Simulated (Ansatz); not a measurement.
HIn, charge -1, doublet, at a GFN2-xTB geometry (such geometries of metal compounds can be far from the true shape) (a state made from the parent by changing its charge; the spin is typed, not shown lowest) (core potentials on In) (a gas-phase anion, which may not be bound at this level).

Ansatz (a quantum-chemistry and plane-wave program) was given this input:
Ansatz 0.2 input:
```yaml
crystal:
  periodic: [false, false, false]
  atoms:
    - {symbol: In, position_ang: [-0.00000000, -0.00000000, -0.03576299]}
    - {symbol: H, position_ang: [0.00000000, 0.00000000, 1.75238670]}
basis:
  gaussian:
    orbitals: def2-TZVPD
hamiltonian:
  xc: r2scan
total_charge: -1
magnetization: {spin_polarized: true, initial_magnetization: 1}
```

Task: What is the computed <S^2> (R2SCAN/def2-TZVPD in Ansatz)?

Result: 0.757

Task: What total energy does R2SCAN/def2-TZVPD give?

Result: -190.7896 Eh

Task: Give the number of basis functions at the level R2SCAN/def2-TZVPD.

Result: 65

A gas-phase anion may not be bound at this level; its values then depend on the basis.
